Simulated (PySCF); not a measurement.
## HF$_{2}$SeSi, SMILES `F[Si](F)[SeH]` (F–Si–Se–H torsion 62°) (charge 0, multiplicity 2)

Calculation: PySCF with r2SCAN-D4/def2-TZVP.

```yaml
highest_occupied_spin_orbital: -5.98 eV
dipole_moment: 1.51 D
total_energy: -2891.4348 Ha
cost: about 13 core-minutes (a rough figure)
```

```xyz
5

F     -1.1765     1.1374    -0.6474
Si    -0.6784     0.0158     0.3716
F     -1.5569    -1.2830     0.0838
Se     1.4734    -0.6187    -0.0388
H      1.9384     0.7485     0.2308
```
Charge 0, spin multiplicity 2.
